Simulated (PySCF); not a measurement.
## Structure revision by computed shifts

A compound C4H6BNO2 gives the data below (simulated from a calculation) and was assigned the structure `N#C[C@H]1CCOBO1`.

13C{1H} NMR (computed): δ 148.0 (CH), 104.1 (C), 93.3 (C), 47.3 (CH3).

1H NMR (300 MHz, computed): δ 7.57 (q, J = 3.3 Hz, 1H), 3.77 (d, J = 3.3 Hz, 3H), 3.17 (br s, 2H).

Averaged over atoms made equivalent by symmetry, fast rotation or ring inversion, single conformer, non-relativistic Hamiltonian, no solvent. NMR shieldings at PBE0/pcSseg-1/GIAO; J couplings at B3LYP/pcJ-1 (spin–dipole term only in couplings to heteroatoms); structure optimised with PBE0-D3(BJ)/def2-SVP; PySCF.

Chemical shifts δ = σref − σ; TMS for 1H, 13C, all at this level.

Problem. Compare with the shifts computed for the proposed structure, pairing carbons in order of shift.

Solution. Mapped SMILES: `[N:1]#[C:2][C@H:3]1[CH2:4][CH2:5][O:6][BH:7][O:8]1`; H(Xn) means a hydrogen on atom n.

```
atom  computed for proposal  given list  difference
  C2                  123.8       148.0       -24.2
  C3                   59.0       104.1       -45.1
  C5                   58.7        93.3       -34.6
  C4                   33.0        47.3       -14.3
```

The rms difference is 31.7 ppm and the largest -45.1 ppm at C3 (sp3 CH bonded to O, α to a nitrile). The carbon types in order of shift don't match either: C, CH, CH2, CH2 for the proposal against CH, C, C, CH3 in the data. The proposal doesn't fit.

Problem. Which isomer fits?

Solution. SMILES C/N=C\C#CB(O)O.

- δC 148.0: C=N carbon.
- δC 104.1, 93.3: alkyne carbon; sp carbons lie upfield of alkene carbons because the cylindrical π system leaves one tensor component strongly shielded.
- δH 3.77: hydrogen on a methyl carbon bonded to N; its carbon carries N, which withdraws density.
- δH 3.17: hydrogen on an oxygen bonded to B; labile proton, position sensitive to the medium.

The shifts were computed for this structure.

OH/NH shifts are gas-phase values; hydrogen bonding in solution moves them, usually downfield. A carbon bonded to boron is broadened by the quadrupolar boron nucleus and is often missing from a measured spectrum. Splittings below 1 Hz are ignored in the labels, and close J values are merged. Shifts are as computed. Against solution values, carbons near 30 ppm lie about +2 ppm off and those near 130 ppm about +5 ppm. Of 1211 compounds with measured shifts, 218 miss one by over three times the rms of a fit or turn the order of signals round; such compounds aren't used in these exercises.
